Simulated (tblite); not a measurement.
C6H10N2S.
SMILES with atom numbers: `[CH3:1][C:2]([CH3:3])([CH3:4])[c:5]1[n:6][n:7][cH:8][s:9]1` (hydrogens: H10, H11, H12 on C1; H13, H14, H15 on C3; H16, H17, H18 on C4; H19 on C8)

A start from a force field or distance geometry was refined with GFN2-xTB geometry optimisation, gas phase (tblite). Values at the start:

```json
{"coordinate": "C1–C2", "start": "1.484 Å"}
{"coordinate": "C1–H10", "start": "1.129 Å"}
{"coordinate": "C2–C5", "start": "1.475 Å"}
{"coordinate": "C5–N6", "start": "1.312 Å"}
{"coordinate": "C5–S9", "start": "1.911 Å"}
{"coordinate": "N6–N7", "start": "1.277 Å"}
{"coordinate": "N7–C8", "start": "1.314 Å"}
{"coordinate": "C8–S9", "start": "1.896 Å"}
{"coordinate": "C8–H19", "start": "1.072 Å"}
{"coordinate": "C1–C2–C3", "start": "108.9°"}
{"coordinate": "C2–C5–N6", "start": "129.7°"}
{"coordinate": "C2–C5–S9", "start": "124.2°"}
{"coordinate": "C5–N6–N7", "start": "120.4°"}
{"coordinate": "C5–S9–C8", "start": "86.6°"}
{"coordinate": "N6–C5–S9", "start": "106.1°"}
{"coordinate": "N6–N7–C8", "start": "120.6°"}
{"coordinate": "N7–C8–S9", "start": "106.3°"}
{"coordinate": "C1–C2–C5–N6", "start": "-1°"}
```

Problem. How do these coordinates change at the GFN2-xTB level?

Solution. 
```json
{"coordinate": "C8–S9", "GFN2-xTB (Å or °)": "1.735", "change": "-0.161"}
{"coordinate": "C5–S9", "GFN2-xTB (Å or °)": "1.763", "change": "-0.148"}
{"coordinate": "N6–N7", "GFN2-xTB (Å or °)": "1.325", "change": "+0.048"}
{"coordinate": "C1–C2", "GFN2-xTB (Å or °)": "1.530", "change": "+0.046"}
{"coordinate": "C1–H10", "GFN2-xTB (Å or °)": "1.087", "change": "-0.042"}
{"coordinate": "N7–C8", "GFN2-xTB (Å or °)": "1.280", "change": "-0.034"}
{"coordinate": "C5–N6", "GFN2-xTB (Å or °)": "1.282", "change": "-0.030"}
{"coordinate": "C2–C5", "GFN2-xTB (Å or °)": "1.492", "change": "+0.017"}
{"coordinate": "C8–H19", "GFN2-xTB (Å or °)": "1.071", "change": "-0.001"}
{"coordinate": "N7–C8–S9", "GFN2-xTB (Å or °)": "114.2", "change": "+7.9"}
{"coordinate": "N6–N7–C8", "GFN2-xTB (Å or °)": "113.5", "change": "-7.1"}
{"coordinate": "N6–C5–S9", "GFN2-xTB (Å or °)": "112.4", "change": "+6.3"}
{"coordinate": "C5–N6–N7", "GFN2-xTB (Å or °)": "114.6", "change": "-5.8"}
{"coordinate": "C2–C5–N6", "GFN2-xTB (Å or °)": "125.6", "change": "-4.1"}
{"coordinate": "C2–C5–S9", "GFN2-xTB (Å or °)": "122.0", "change": "-2.2"}
{"coordinate": "C1–C2–C3", "GFN2-xTB (Å or °)": "110.2", "change": "+1.3"}
{"coordinate": "C5–S9–C8", "GFN2-xTB (Å or °)": "85.3", "change": "-1.3"}
{"coordinate": "C1–C2–C5–N6", "GFN2-xTB (Å or °)": "-3", "change": "-2"}
```

The energy falls by 1.338 eV over 84 L-BFGS steps, the largest force on an atom goes from 3.91 to 0.006 eV/Å, and the atoms move by 0.476 Å rms after alignment. The bond that changes most is C8–S9 (aromatic CH next to a ring nitrogen to thiophene-type sulfur), which shortens by 0.161 Å. Bonds longer at the end by more than 0.005 Å: 5 of 19; shorter: 12. Among the dihedrals that turn most is C4–C2–C3–H13, from 4° to 58°. Rotational constants go from 2523, 1085, 895.8 to 2526, 1143, 950.2 MHz.

Its GFN2-xTB frequencies are all real (lowest 23 cm⁻¹).

These are computed values.
